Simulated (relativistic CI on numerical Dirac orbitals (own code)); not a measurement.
# The 4d ions of charge 1+

Method of calculation: Dirac-Coulomb-Breit CI, separate exchange-only KLI orbitals for each configuration, model QED (radiative potential, 1s self-energy scaled to tabulated hydrogen-like ionisation energies), valence Slater integrals scaled by 0.75 (own radial code, finite nucleus).

Each species is treated in one configuration, given outside its closed core, with all valence electrons in the open shell. Radial values are for the open shell of highest l, unscaled and averaged over j; ζ includes the Breit term. Labels give the leading LS character, summed over repeated terms.

```tsv
Ion	Configuration	Its lowest level	LS weight (%)	ζ (cm⁻¹)	F² (cm⁻¹)	F⁴ (cm⁻¹)	g_J	g√(J(J+1))
Zr+	4d3	4F_3/2	100	258.2	43050	27540	0.400	0.77
Nb+	4d4	5D_0	99	386.1	47770	30660		0.00
Mo+	4d5	6S_5/2	100	533.2	52160	33570	2.000	5.92
Tc+	4d6	5D_4	99	701.1	56310	36320	1.498	6.70
Ru+	4d7	?	?	?	?	?	?	?
Rh+	4d8	3F_4	99	1106	64140	41510	1.249	5.58
Pd+	4d9	2D_5/2	100	1347			1.200	3.55
```

**Question.** Fill in the row of Ru+.

**Answer.** Its lowest level 4F_9/2; LS weight (%) 98; ζ (cm⁻¹) 891.5; F² (cm⁻¹) 60290; F⁴ (cm⁻¹) 38960; g_J 1.330; g√(J(J+1)) 6.61.

NIST ASD lists another ground level for Zr+ (4F3/2), Tc+ (7S3).

At low charge ζ of a weakly bound d or f electron comes out too small.
